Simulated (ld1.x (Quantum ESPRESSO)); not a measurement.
**Ranking TM semilocal potentials for rhenium (Re)**

All share these settings but for the change named:

ld1.x (Quantum ESPRESSO) 7.5 input, shortened:

```
&input
   title='Re', zed=75., rel=1, dft='PBE', iswitch=3,
   config='[Xe] 4f14 5d5 6s1 6p0'
 /
 &inputp
   pseudotype=1, tm=.true., lloc=2,
   nlcc=.false.
 /
3
6S  1  0   1.00   0.00  2.60  2.60  0.0
6P  2  1   0.00   0.00  3.40  3.40  0.0
5D  3  2   5.00   0.00  1.55  1.55  0.0
 &test
   configts(1)='5d5 6s1 6p0'
 /
```

Test errors are all-electron minus pseudo excitation energies from the reference, over 5d5 6s2 6p0; 5d5 6s0 6p0; 5d4 6s0 6p0; 5d6 6s0 6p0; 5d5 6s1.5 6p0; 5d5 6s0 6p1; 5d4 6s2 6p0. None of these files shows a bound ghost.

The base gives 83.5 meV.

Of 8 variants that were run, those that failed, showed a ghost or another fault, or gave nearly equal values are left out.

A variant can come out equal or close to the base, since the largest error may sit in a test that the change hardly touches while other tests move.

Problem. Rank these variants by their largest absolute test error, smallest first.
A. all radii scaled by about 0.82 (s 2.12, p 2.78, d 1.26 bohr)
B. all radii scaled by about 1.29 (s 3.36, p 4.38, d 2.00 bohr)
C. all radii scaled by about 1.40 (s 3.64, p 4.76, d 2.18 bohr)
D. all radii scaled by about 1.22 (s 3.18, p 4.16, d 1.90 bohr)
E. all radii scaled by about 0.77 (s 2.00, p 2.62, d 1.20 bohr)

Solution. B (24.4 meV), D (32.2 meV), C (59.3 meV), E (67.5 meV), A (76.4 meV).
